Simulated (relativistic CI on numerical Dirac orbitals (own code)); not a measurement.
Sensitivity of the levels of Nd³⁰⁺ to α and to the nuclear radius

Method of calculation: Dirac-Coulomb-Breit CI, orbitals from a KLI potential per configuration, derivatives by finite differences, unscaled Slater integrals, QED left out (own radial code, finite nucleus).

Configurations in the expansion (outside the closed core [Ar] 3d10): 4s2, 4s.4p, 4p2, 4s.4d, 4d2, 4s.4f, 4p.4d, 4f2. Levels of other configurations are missing.

With x = (α/α₀)² − 1 an excitation energy changes as ω = ω₀ + qx; K = 2q/ω₀ is the relative enhancement. Terms are leading LS components, so labels can repeat. The field-shift factor is F = δν/δ⟨r²⟩ for the transition from the lowest level.

Lowest level 4s2 1S_0.

```
      Level  ω₀ (cm⁻¹)  q (cm⁻¹)  F (GHz/fm²)
4s.4p 3P°_0     464289     47710         -432
4s.4p 3P°_1     499167     62590         -435
4s.4p 3P°_2     723660    340200         -449
4s.4p 1P°_1     838433    331700         -453
   4p2 3P_0    1075611    110500         -874
   4p2 3P_1    1300270    394900         -893
   4p2 1D_2    1306643    393700         -869
   4p2 3P_2    1547748    646900         -850
 4s.4d 3D_1    1621555    361400         -445
   4p2 1S_0    1636713    679600         -903
 4s.4d 3D_2    1639288    383100         -456
 4s.4d 3D_3    1674232    414800         -444
 4s.4d 1D_2    1774825    436600         -517
4p.4d 3F°_2    2109342    414000         -886
4p.4d 3F°_3    2207323    487400         -882
4p.4d 3D°_1    2215115    424200         -888
4p.4d 3P°_2    2220390    472800         -888
4p.4d 1D°_2    2408370    709100         -900
4p.4d 3F°_4    2411985    746700         -885
4p.4d 3D°_3    2427290    669400         -860
4p.4d 3P°_0    2436002    707100         -904
4p.4d 3P°_1    2442117    709400         -904
4p.4d 3P°_2    2472647    751100         -903
```

At this charge energies of transitions that change n are usually good to better than 1 %, and those within a shell (Δn = 0) to a few per cent.

(1) Which transition from the lowest level has the largest |K|?

Answers

(1) 4s.4p 3P°_2 at 723660 cm⁻¹, K = 0.94.
